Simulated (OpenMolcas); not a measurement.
## Ne2+: effect of the active space

```
Program             : OpenMolcas 26.06
Method              : CASSCF or its RAS form
Basis               : ANO-R2
Scalar Hamiltonian  : X2C, finite nucleus
Spin-orbit coupling : state interaction with AMFI integrals over the reference wave functions, term energies averaged over their components
```

A. 4 electrons in 3 orbitals (2p); 2S+1 = 3 even, 3 roots; 2S+1 = 1 even, 6 roots; cost about 4 core-seconds
B. 6 electrons in 4 orbitals (2s 2p); 2S+1 = 3 even, 3 roots; 2S+1 = 1 even, 6 roots; 2S+1 = 3 odd, 3 roots; 2S+1 = 1 odd, 3 roots; cost of the order of 15 core-seconds
C. 6 electrons in 8 orbitals (2s 2p 3s 3p); 2S+1 = 3 even, 3 roots; 2S+1 = 1 even, 6 roots; 2S+1 = 3 odd, 3 roots; 2S+1 = 1 odd, 3 roots; cost of the order of 40 core-seconds
D. 6 electrons in 9 orbitals (RAS2 2s 2p; RAS3 3d, at most 2 electrons); 2S+1 = 3 even, 3 roots; 2S+1 = 1 even, 6 roots; 2S+1 = 3 odd, 3 roots; 2S+1 = 1 odd, 3 roots; cost of the order of 40 core-seconds

Energies in cm-1 above 2s2 2p4 3P2, the measured ground level; measured values from Moore, Atomic Energy Levels, vol. I, NSRDS-NBS 35 (1971 reprint of NBS Circular 467, 1949).

```
      Level      A      B      C      D  Measured
2s2 2p4 3P2    0.0    0.0    0.0    0.0       0.0
2s2 2p4 3P1    600    600    581    596       650
2s2 2p4 3P0    886    884    855    879       927
2s2 2p4 1D2  27826  27825  28106  27193     25841
2s2 2p4 1S0  68873  52757  51713  57813     55747
```

Deviations, from unrounded energies. A percentage is the sum of absolute deviations over the sum of measured energies, with the sign that they share, or ± where signs differ.

| Against measurement | Levels | A | B | C | D |
| --- | --- | --- | --- | --- | --- |
| mean absolute deviation (cm-1) | 4 | 3800 | 1300 | 1600 | 880 |
| fine structure of the ground term (%) | 2 | -5.8 | -5.9 | -8.9 | -6.5 |
| other terms of the ground configuration (%) | 2 | +18.5 | ±6.1 | ±7.7 | +4.2 |

D lies closest to measurement on these levels and A furthest from it. The largest miss of D in the table is 2s2 2p4 1S0, by +2100 cm-1. The ranking rests on the paired levels alone, and a cruder setting can come out closer through cancelling errors.

Among A to D the level of the table that moves most is 2s2 2p4 1S0, by 17000 cm-1 (lowest in C, highest in A).

With the s shell closed, the reference lacks s² → p² mixing (holds for A). Active for correlation alone: 3p 3s; no level in the range computed is led by a configuration that fills them, so any true level of that kind is missing (holds for C). Active for correlation alone: 3d; no level in the range computed is led by a configuration that fills it, so any true level of that kind is missing (holds for D). Measured partners are found by configuration, term and J. A level has none where our copy of the source lacks it or the pairing is in doubt (some pairs that miss far off the trend of their configuration count as doubtful), and it then counts in no deviation. Only configurations of the active space appear. The table leaves out levels that lie high or whose names do not pair safely across all columns.
